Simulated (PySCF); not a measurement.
C5H8F5O (charge +1).
Z-matrix (Å and degrees, PBE0-D3(BJ)/def2-SVP geometry), rows numbered from 1:
```
C 
O   1  1.4721
C   2  1.4657  1  119.03
C   3  1.5139  2  107.99  1   -95.77
F   4  1.3442  3  108.90  2    58.39
F   4  1.3466  3  108.55  2   -59.34
C   2  1.4515  1  120.81  3   171.69
C   7  1.5214  2  110.05  1   -82.27
F   8  1.3325  7  110.12  2   -60.13
F   8  1.3144  7  108.84  2   179.54
F   8  1.3293  7  110.20  2    59.02
H   1  1.0964  2  108.51  3   -81.60
H   1  1.0943  2  106.03  3    40.44
H   1  1.0948  2  106.40  3   158.10
H   3  1.0973  2  106.69  1    25.31
H   3  1.0967  2  107.16  1   142.48
H   4  1.1039  3  111.42  2   179.73
H   7  1.0971  2  107.22  1    38.63
H   7  1.0961  2  107.02  1   156.12
```

Jobs on this species (19 atoms, 90 electrons) with PySCF (density fitting). Hardware of each: an Arm Neoverse V1 with one thread (shared host). The host was shared with other jobs, so the times are rough.

```json
{"level and settings": "PBE0/pcSseg-1, IEF-PCM dichloromethane", "work": "shieldings", "basis functions": "227", "SCF cycles": "?", "wall time": "?"}
{"level and settings": "PBE0/pcSseg-1, IEF-PCM chloroform", "work": "shieldings, charges and field gradients", "basis functions": "227", "SCF cycles": "13", "wall time": "44 s"}
{"level and settings": "PBE0-D3(BJ)/def2-SVP, grid level 1", "work": "geometry optimisation from a GFN2-xTB start", "basis functions": "194", "SCF cycles": "79", "wall time": "4.2 min"}
```

Question: Fill in the missing figures.

Answer: 
- PBE0/pcSseg-1, IEF-PCM dichloromethane; shieldings: 43 s, 13 SCF cycles

Question: What do all jobs in the table cost together?

Answer: About 5.7 min; the longest takes about 74 % of that, and about 5.9 times as long as the shortest.
